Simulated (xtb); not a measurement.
xtb input (GFN2-xTB):

```bash
xtb mol.xyz --gfn 2 --sp --chrg -1 --uhf 0
```
mol.xyz:
```
13

Si    -0.11018041    -0.36238245    -1.40174276
N     -1.02218220     0.53699596    -0.08373147
Si    -2.25750911    -0.14709847     0.85911864
O      1.48853122    -0.46100679    -0.64458809
Si     2.13519775     0.28980601     0.62059760
H      0.18764703     0.91502083    -2.23158369
H     -0.84274332     1.52215342     0.05691996
H     -3.55854819    -0.39556211     0.16025592
H     -1.89053486    -1.45906013     1.46078579
H     -2.60178339     0.77058398     1.99308661
H      1.61026524    -0.15469492     1.94537270
H      1.98978708     1.77932175     0.60158581
H      3.60782072     0.02676845     0.66477315
```

End of the output:

```
         :::::::::::::::::::::::::::::::::::::::::::::::::::::
         ::                     SUMMARY                     ::
         :::::::::::::::::::::::::::::::::::::::::::::::::::::
         :: total energy             -16.545419951520 Eh    ::
         :: gradient norm              0.041091557732 Eh/a0 ::
         :: HOMO-LUMO gap              2.998622336531 eV    ::
         ::.................................................::
         :: SCC energy               -16.656187441656 Eh    ::
         :: -> isotropic ES            0.165859565944 Eh    ::
         :: -> anisotropic ES         -0.006110734519 Eh    ::
         :: -> anisotropic XC         -0.004845341046 Eh    ::
         :: -> dispersion             -0.013832939667 Eh    ::
         :: repulsion energy           0.110767490136 Eh    ::
         :: add. restraining           0.000000000000 Eh    ::
         :: total charge              -1.000000000000 e     ::
         :::::::::::::::::::::::::::::::::::::::::::::::::::::

           -------------------------------------------------
          |                Property Printout                |
           -------------------------------------------------

    * Orbital Energies and Occupations

         #    Occupation            Energy/Eh            Energy/eV
      -------------------------------------------------------------
         1        2.0000           -0.5684270             -15.4677
       ...           ...                  ...                  ...
         4        2.0000           -0.4078189             -11.0973
         5        2.0000           -0.3669717              -9.9858
         6        2.0000           -0.3022741              -8.2253
         7        2.0000           -0.2932178              -7.9789
         8        2.0000           -0.2898959              -7.8885
         9        2.0000           -0.2791860              -7.5970
        10        2.0000           -0.2724599              -7.4140
        11        2.0000           -0.2688375              -7.3154
        12        2.0000           -0.2517901              -6.8516
        13        2.0000           -0.2481698              -6.7530
        14        2.0000           -0.2215004              -6.0273
        15        2.0000           -0.1927099              -5.2439
        16        2.0000           -0.1186088              -3.2275 (HOMO)
        17                         -0.0084114              -0.2289 (LUMO)
        18                         -0.0032274              -0.0878
        19                          0.0058917               0.1603
        20                          0.0129970               0.3537
        21                          0.0165000               0.4490
        22                          0.0209882               0.5711
        23                          0.0339377               0.9235
        24                          0.0548538               1.4926
        25                          0.1260248               3.4293
        26                          0.1339151               3.6440
        27                          0.1350624               3.6752
       ...                                ...                  ...
        43                          0.9698339              26.3905
      -------------------------------------------------------------
                  HL-Gap            0.1101973 Eh            2.9986 eV
             Fermi-level           -0.0635101 Eh           -1.7282 eV

     #   Z          covCN         q      C6AA      α(0)
     1  14 Si       2.647     0.303   184.061    29.792
     2   7 N        2.494    -0.476    32.652     8.486
     3  14 Si       3.633     0.452    98.869    19.073
     4   8 O        1.530    -0.512    23.242     6.503
     5  14 Si       3.604     0.513    97.730    18.984
     6   1 H        0.878    -0.230    13.479     5.748
     7   1 H        0.861     0.091     1.877     2.146
     8   1 H        0.907    -0.193    10.293     5.019
     9   1 H        0.910    -0.181     9.512     4.825
    10   1 H        0.907    -0.196    10.518     5.074
    11   1 H        0.909    -0.187     9.862     4.913
    12   1 H        0.907    -0.177     9.242     4.756
    13   1 H        0.907    -0.207    11.380     5.277

 Mol. C6AA /au·bohr⁶  :       4529.440961
 Mol. C8AA /au·bohr⁸  :     168593.215374
 Mol. α(0) /au        :        120.594845

Wiberg/Mayer (AO) data.
largest (>0.10) Wiberg bond orders for each atom

 ---------------------------------------------------------------------------
     #   Z sym  total        # sym  WBO       # sym  WBO       # sym  WBO
 ---------------------------------------------------------------------------
     1  14 Si   2.368 --     6 H    0.879     2 N    0.757     4 O    0.658
     2   7 N    3.206 --     3 Si   1.333     7 H    0.976     1 Si   0.757
     3  14 Si   3.994 --     2 N    1.333     9 H    0.872    10 H    0.867
                             8 H    0.861
     4   8 O    2.227 --     5 Si   1.434     1 Si   0.658
     5  14 Si   4.068 --     4 O    1.434    12 H    0.872    11 H    0.867
                            13 H    0.855
     6   1 H    0.947 --     1 Si   0.879
     7   1 H    0.992 --     2 N    0.976
     8   1 H    0.963 --     3 Si   0.861
     9   1 H    0.967 --     3 Si   0.872
    10   1 H    0.962 --     3 Si   0.867
    11   1 H    0.965 --     5 Si   0.867
    12   1 H    0.969 --     5 Si   0.872
    13   1 H    0.957 --     5 Si   0.855
 ---------------------------------------------------------------------------

Topologies differ in total number of bonds
Writing topology from bond orders to xtbtopo.mol

molecular dipole:
                 x           y           z       tot (Debye)
 q only:       -0.409      -0.418      -0.232
   full:       -0.125       0.639       0.876       2.776
molecular quadrupole (traceless):
                xx          xy          yy          xz          yz          zz
 q only:      -12.412      -0.238       8.980       3.881       2.666       3.431
  q+dip:      -10.539      -0.631      11.758       1.472      -2.593      -1.220
   full:       -8.351      -2.034       8.898       1.794      -2.940      -0.547
Note: The following floating-point exceptions are signalling: IEEE_UNDERFLOW_FLAG IEEE_DENORMAL
normal termination of xtb

           -------------------------------------------------
          | TOTAL ENERGY              -16.545419951520 Eh   |
          | GRADIENT NORM               0.041091557732 Eh/α |
          | HOMO-LUMO GAP               2.998622336531 eV   |
           -------------------------------------------------

------------------------------------------------------------------------
------------------------------------------------------------------------
 total:
 SCF:
```

It need not be the lowest isomer of its formula. Whether it binds its extra electron was not tested at this geometry.
